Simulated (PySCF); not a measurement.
Species: CH5ClGe.
Cartesian coordinates in Å at the PBE0-D3(BJ)/def2-SVP level; atoms count from 1:
```
atom  x, y, z in Å
C1     0.1730    0.3211    0.7028
Ge2   -1.7157   -0.1191    0.6804
Cl3   -2.7613    1.5499    1.5916
H4     0.4990    0.4958    1.7376
H5     0.7645   -0.5011    0.2734
H6     0.3488    1.2339    0.1167
H7    -2.0444   -1.3584    1.5296
H8    -2.2723   -0.2695   -0.7457
```

Level: wB97X-D/def2-SVPD in PySCF, non-relativistic, on one gas-phase PBE0-D3(BJ)/def2-SVP geometry that isn't relaxed in the solvent. The solvent is an IEF-PCM continuum (van der Waals radii × 1.2), and excitations are vertical TDDFT with non-equilibrium linear response and a frozen core. The model holds no explicit solvent molecules, cavitation or dispersion. Spin–orbit coupling is left out although an atom past zinc is present.

```tsv
run	E − E(gas) (kcal/mol)	HOMO (eV)	HOMO–LUMO gap (eV)	dipole (D)	lowest singlet (eV)	static polarisability (au)
gas	0.00	-10.43	11.88	2.59	7.17	57.7
P	-1.97	-10.44	12.02	3.17	7.26	71.1
Q	-2.72	-10.45	12.06	3.40	7.29	77.6
```

Question: The runs were made in chloroform and dimethylsulfoxide. Which run belongs to which solvent?

Answer: P = chloroform, Q = dimethylsulfoxide. The dielectric constants are 4.711 (chloroform), 46.83 (dimethylsulfoxide), and the energy falls further as ε rises. The optical constants n² used for the excitations are 2.09, 2.19 in the same order. In this model the ground state sees the solvent through ε alone.

Question: How constant is the ratio of the lowering to (ε − 1)/(2ε + 1)?

Answer: 
```csv
solvent,(ε − 1)/(2ε + 1),E − E(gas) (kcal/mol),ratio (kcal/mol),polarisation term (kcal/mol)
chloroform,0.356,-1.97,-5.5,-2.26
dimethylsulfoxide,0.484,-2.72,-5.6,-3.28
```

The ratio changes by +1.5 % in size from chloroform to dimethylsulfoxide. The polarisation term is half the interaction of the solute with the induced surface charges.

The pairwise dispersion term of wB97X-D wasn't added to the energies; at a given geometry it leaves orbitals and properties as they are.
